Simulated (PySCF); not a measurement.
B3LYP has the VWN-RPA correlation part, as in Gaussian. Delta-SCF ions had no search for a lower state. Excitations are Tamm–Dancoff values on a coarser integration grid. The basis has no diffuse functions, so Rydberg states are missing or too high.

Species: C2H2BN, SMILES `B(=C)C#N` (charge 0, multiplicity 1).

### Question
What is the computed S1–T1 gap (TDA), brightest of the four lowest singlets (TDA), T1 excitation (TDA), HOMO–LUMO gap and vertical ionisation energy (Delta-SCF) (PySCF 2.14.0 with B3LYP-D3(BJ)/def2-TZVP)?

### Answer

```yaml
S1–T1 gap (TDA): 0.33 eV
brightest of the four lowest singlets (TDA): 5.72 eV
T1 excitation (TDA): 2.25 eV
HOMO–LUMO gap: 4.04 eV
vertical ionisation energy (Delta-SCF): 9.78 eV
```
